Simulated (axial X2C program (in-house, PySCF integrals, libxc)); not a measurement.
## Potential curves of InB⁺, without spin–orbit coupling

Computed with an axial X2C code built on PySCF integrals. Spin-free means the one-electron spin-free X2C Hamiltonian. Basis: In dyall-cv3z [11s12p9d4f1g], B dyall-v3z [7s6p2d1f] (cores contracted in-house); Gaussian nuclei, density fitting, unrestricted open shells. Masses: In 114.904 u, B 11.009 u.

State: M_S = 1/2, Λ = 0 (beyond evenly filled blocks: σα). Energies in eV from the fragments at the same level (In+ + B). Fits are polynomials in 1 − R0/R over 0.85 to 1.23 times the lowest point R0.

| R (Å) | CCSD | HF | PBE0 | MP2 |
| --- | --- | --- | --- | --- |
| 2.6117 |  | -0.1966 | -0.5799 | -0.3979 |
| 2.7318 | -0.6043 | -0.3128 | -0.6630 | -0.4856 |
| 2.8219 | -0.6448 | -0.3685 | -0.6982 | -0.5240 |
| 2.9119 | -0.6671 | -0.4040 | -0.7160 | -0.5449 |
| 3.0020 | -0.6758 | -0.4243 | -0.7207 | -0.5525 |
| 3.1071 | -0.6729 | -0.4333 | -0.7137 | -0.5489 |
| 3.2121 | -0.6599 | -0.4309 | -0.6969 | -0.5357 |
| 3.3472 | -0.6332 | -0.4166 | -0.6657 | -0.5090 |
| 3.5123 |  | -0.3887 | -0.6186 | -0.4676 |
| 3.7525 |  | -0.3391 | -0.5430 | -0.4007 |

Correlated methods: 15 electrons correlated (number of frozen shells: In 4 s, 3 p, 1 d; B 1 s), 239 virtual spin orbitals or spinors in MP2.

The state is one determinant whose occupation by symmetry is held fixed; it was picked as the lowest of a PBE0 search that is not exhaustive. Dissociation energies refer to the lowest single-determinant-based atoms at the same level and basis. CCSD ran in a truncated set of natural virtual spinors with an MP2 remainder; without triples it tends to underbind. Coupled cluster ran on the points near the minimum only. MP2 and coupled cluster on one determinant become unreliable at the stretched end.

What are Re, ωe and De at the CCSD level?

At CCSD, spin-free: Re = 3.029 Å, ωe ≈ 178 cm⁻¹, De = 0.68 eV to In+ + B; Be follows as 0.183 cm⁻¹.

Fit the HF curve near its minimum: give the equilibrium distance, the harmonic wavenumber and the well depth.

At HF, spin-free: Re = 3.133 Å, ωe ≈ 159 cm⁻¹, De = 0.43 eV to In+ + B; Be follows as 0.171 cm⁻¹.

What are Re, ωe and De at the PBE0 level?

At PBE0, spin-free: Re = 2.995 Å, ωe ≈ 184 cm⁻¹, De = 0.72 eV to In+ + B; Be follows as 0.187 cm⁻¹.

Fit the MP2 curve near its minimum: give the equilibrium distance, the harmonic wavenumber and the well depth.

At MP2, spin-free: Re = 3.022 Å, ωe ≈ 177 cm⁻¹, De = 0.55 eV to In+ + B; Be follows as 0.184 cm⁻¹.
